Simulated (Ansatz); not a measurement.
ClH$_{3}$NOSi (`N[SiH]([O])Cl`) radical. The species carries charge 0 and has multiplicity 2.

Z-matrix (Å, degrees):
```
Si
O 1 1.626
Cl 1 2.040 2 112.0
N 1 1.716 2 99.7 3 117.0
H 1 1.475 2 115.9 3 -124.8
H 4 1.010 1 119.4 2 82.5
H 4 1.010 1 119.1 2 -60.3
```

(1) What are the harmonic wavenumbers in cm⁻¹ at PBE0-D4/def2-TZVP (Ansatz, finite differences of forces, unscaled)? (Best estimate.)

(2) Is this a minimum?

(3) Give the ideal-gas thermochemistry at 298.15 K and 1 bar (rigid rotor, harmonic oscillator; point group C1, symmetry number 1).

(4) Rotational constants (cm⁻¹)?

Results:

(1) The calculation gave: 117, 195, 263, 310, 482, 545, 720, 789, 823, 886, 911, 1573, 2282, 3580, 3680.

(2) Yes, all 15 modes are real.

(3) Zero-point energy 102.6 kJ/mol; H(298) − E = 120.3 kJ/mol; entropy 324.7 J/(mol·K), of which translation 165.9, rotation 108.9, vibration 44.2, electronic 5.8; G(298) − E = 23.5 kJ/mol.

(4) 0.2538, 0.1085, 0.08609.
